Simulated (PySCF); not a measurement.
# Telling isomers of C₄H₇F₃N₂ apart by NMR

Theoretical values (PySCF): PBE0/pcSseg-1 with gauge-including orbitals, GFN2-xTB structure. No relativistic terms, no solvent, single conformer, fast rotation and ring inversion assumed for equivalent nuclei.

Referencing at the same level of theory: TMS for ¹H (σ = 31.72 ppm), ¹³C (σ = 186.93 ppm). Splittings of carbon signals by F and P are missing where no couplings were computed. Where no couplings were computed, multiplicities follow the n + 1 count of equivalent neighbours, and m marks all less simple cases (inequivalent or close neighbours, rings, F or P nearby). Shifts are as computed. Against solution values, carbons near 30 ppm lie about +3 ppm off and those near 130 ppm about +5 ppm. Of 1211 compounds with measured shifts, 218 miss one by over three times the rms of a fit or turn the order of signals round; such compounds aren't used in these exercises. OH and NH positions are gas-phase values without hydrogen bonding to other molecules.

(1) Tabulate the signals of `CCN/N=C\C(F)(F)F`, `CN/N=C(/C)C(F)(F)F` and their relative energies.

(2) What is the quickest way to tell CCN/N=C\C(F)(F)F from CN/N=C(/C)C(F)(F)F?

Results:

(1) 
| SMILES | carbon types | δC | δH | E rel. (kcal/mol) |
| --- | --- | --- | --- | --- |
| CCN/N=C\C(F)(F)F | 1×C 1×CH 1×CH2 1×CH3 | 129.3, 112.9, 51.9, 18.4 | 6.17 (br s, 1H), 5.83 (m, 1H), 3.66 (q, 2H), 1.19 (t, 3H) | 0.4 |
| CN/N=C(/C)C(F)(F)F | 2×C 2×CH3 | 132.7, 115.6, 42.8, 21.6 | 6.17 (br s, 1H), 3.41 (s, 3H), 2.09 (s, 3H) | 0.0 |

Energies are electronic energies at PBE0/pcSseg-1 on these geometries, without zero-point or thermal terms, each for the one conformer computed, which needn't be the lowest.

(2) Both give the same number of carbon signals, but DEPT or the intensities differ. The first has a C=N carbon (CH) at 112.9 ppm, the second a methyl carbon bonded to N (CH3) at 42.8 ppm. Their most deshielded carbons lie at 129.3 and 132.7 ppm. In the proton spectra the most deshielded non-exchanging signals are 5.83 (m, 1H) and 3.41 (s, 3H).
